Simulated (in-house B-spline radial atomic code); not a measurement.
## Binding energies in Al

NIST's tabulated ground configuration is [Ne] 3s2 3p1; each binding energy is the energy of the ion with one electron taken from that subshell, relaxed, less that of the parent. Level of theory: Dirac-Hartree-Fock, average of configuration, Fermi nucleus of rms radius 3.061 fm; calculated with a radial B-spline atomic code at the basis-set limit. Energies include first-order Breit, QED and recoil terms.

| subshell | X-ray name | binding energy (eV) | -ε (eV) | relaxation (eV) |
| --- | --- | --- | --- | --- |
| 2s | L1 | 128 | 134.1 | 6.0 |
| 3s | M1 | 10.13 | 10.73 | 0.60 |
| 3p | M2,3 | 5.49 | 5.70 | 0.21 |

Relaxation = -ε minus the binding energy without Breit, QED and recoil terms.
